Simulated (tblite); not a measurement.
Problem. Give a GFN2-xTB geometry of `COC[C@]([SiH3])(C#N)C=O`.

Solution. 
```xyz
18
C5H9NO2Si angstrom
C      2.5484    0.5518   -0.3042
O      1.2189    0.2643    0.0519
C      0.5255   -0.5670   -0.8480
C     -0.9184   -0.5506   -0.3758
Si    -1.0501    1.0854    0.7095
C     -1.1943   -1.6344    0.5129
N     -1.3779   -2.5112    1.2245
C     -1.9382   -0.4170   -1.4400
O     -3.1142   -0.6266   -1.3235
H      2.5960    1.0773   -1.2652
H      2.9495    1.1888    0.4810
H      3.1408   -0.3671   -0.3703
H      0.9559   -1.5796   -0.8484
H      0.5959   -0.1643   -1.8711
H     -0.3348    0.8934    1.9585
H     -2.4866    1.2120    0.9628
H     -0.6087    2.1910   -0.1344
H     -1.5164   -0.0401   -2.3968
```

Any rigid rotation of these coordinates is as good. Atoms count from 1 in this order. Si5 and O2 aren't drawn bonded (3 bonds apart) but lie 2.50 Å from each other; Cordero's covalent radii sum to 1.77 Å. The 3 C–C bonds span 1.429 Å (C4–C6, drawn single) to 1.519 Å (C3–C4, drawn single), a spread of 0.090 Å. Si5 (SiH3 silicon) is distorted tetrahedral (angles from 103.5° to 116.7°). Of the pairs four or more bonds apart, those above aside, H14···H18 is among the closest relative to their van der Waals radii: 2.18 Å, 91 % of the sum of Bondi's values.

Bonds between heavy atoms (Å): C1–O2 1.406, O2–C3 1.408, C3–C4 1.519, C4–Si5 1.968, C4–C6 1.429, C6≡N7 1.144, C4–C8 1.480, C8=O9 1.200.

Computed geometry: GFN2-xTB, gas phase.

Point group: C1 (no symmetry element, even within 0.4 Å). Its GFN2-xTB frequencies are all real (lowest 47 cm⁻¹). The numbers are those of one conformer (C1–O2–C3–C4 -171°, O2–C3–C4–Si5 21°, C3–C4–C8–O9 165°). 3 starts were optimised and ended at 0.00, 2.75 and 3.72 kcal/mol (GFN2-xTB); the lowest of these is shown.
